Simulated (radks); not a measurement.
The nuclear charge of neutral rubidium is varied continuously with 37 electrons held in [Kr] 5s1. Calculated with a radial shooting solver on a logarithmic mesh with Libxc functionals: non-relativistic Kohn-Sham, PBE, spin-polarised, spherical densities, point nucleus; open shells are filled with parallel spins first (spin-orbit coupling, left out, can overturn this in heavy ions); relativity is left out, which matters for an element this heavy. By the Hellmann-Feynman theorem dE/dZ = E(electron-nucleus)/Z, the electronic potential at the nucleus.

| Z | E (hartree) | E(electron-nucleus)/Z (hartree) | HOMO | e(HOMO) (eV) | <r> HOMO (bohr) |
|---|---|---|---|---|---|
| 36.8 | -2901.92356 | -188.338 | 5s | -1.461 | 5.777 |
| 37 | -2939.72527 | -189.679 | 5s | -2.402 | 5.255 |
| 37.2 | -2977.79480 | -191.016 | 5s | -3.453 | 4.869 |
| 37.4 | -3016.13164 | -192.352 | 5s | -4.602 | 4.567 |
| 37.6 | -3054.73536 | -193.685 | 5s | -5.839 | 4.320 |
| 37.8 | -3093.60565 | -195.017 | 5s | -7.156 | 4.112 |
| 38 | -3132.74220 | -196.348 | 5s | -8.549 | 3.933 |

The central difference of E at Z = 37 is -189.678 hartree, to compare with the third column; the second derivative is -6.7 hartree.
